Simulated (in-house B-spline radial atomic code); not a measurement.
**Ionising Pb9+ with different functionals**

Computed with a radial B-spline atomic code at the basis-set limit: scalar-relativistic (spin-free X2C) Hamiltonian, Fermi nucleus of rms radius 5.5012 fm, spin-polarised at highest spin, spherical fractional occupations for the functionals, and exact exchange of hybrids averaged over the configuration. The ionisation energy is the difference of two self-consistent energies, [Xe] 4f14 5d5 → [Xe] 4f14 5d4, without Breit or QED terms; ε is the level of the shell that loses the electron (its least bound occupied spin orbital). There is no spin-orbit coupling in this Hamiltonian.

```json
{"method": "PBE0", "rung": "global hybrid", "ΔSCF (eV)": "163.09", "-ε(5d) (eV)": "155.99"}
{"method": "B3LYP", "rung": "global hybrid", "ΔSCF (eV)": "162.84", "-ε(5d) (eV)": "155.18"}
{"method": "TPSSh", "rung": "global hybrid", "ΔSCF (eV)": "163.01", "-ε(5d) (eV)": "154.36"}
{"method": "BHandHLYP", "rung": "global hybrid", "ΔSCF (eV)": "162.98", "-ε(5d) (eV)": "158.45"}
{"method": "r2SCAN0", "rung": "global hybrid", "ΔSCF (eV)": "?", "-ε(5d) (eV)": "?"}
{"method": "B97-1", "rung": "global hybrid", "ΔSCF (eV)": "162.85", "-ε(5d) (eV)": "155.31"}
{"method": "HSE06", "rung": "range-separated hybrid", "ΔSCF (eV)": "163.04", "-ε(5d) (eV)": "155.52"}
{"method": "wB97X", "rung": "range-separated hybrid", "ΔSCF (eV)": "162.66", "-ε(5d) (eV)": "158.18"}
{"method": "CAM-B3LYP", "rung": "range-separated hybrid", "ΔSCF (eV)": "162.77", "-ε(5d) (eV)": "157.13"}
{"method": "LC-wPBE", "rung": "range-separated hybrid", "ΔSCF (eV)": "?", "-ε(5d) (eV)": "?"}
```

**Question.** What does LC-wPBE give?

**Answer.** ΔSCF 162.82 eV, and -ε(5d) = 158.48 eV.

**Question.** What does r2SCAN0 give?

**Answer.** ΔSCF 163.63 eV, and -ε(5d) = 156.60 eV.

**Question.** Among the functionals, which spreads more, the ΔSCF values or the orbital energies?

**Answer.** The orbital energies: ΔSCF values span about 0.97 eV and the orbital energies 4.12 eV; here energy differences depend much less on the functional than eigenvalues do.

**Question.** How do they compare with the NIST value?

**Answer.** NIST lists 158 eV ± 2.2 (tabulated theory, ground level to ground level). Errors run from +4.66 to +5.63 eV. The correlated functionals all miss on the same side by more than they spread, so the cause is common to them (spin-orbit coupling, Breit-QED terms, multiplet and fine-structure energies, or a listed next ion that isn't the cheapest removal here) and closeness doesn't rank the functionals.
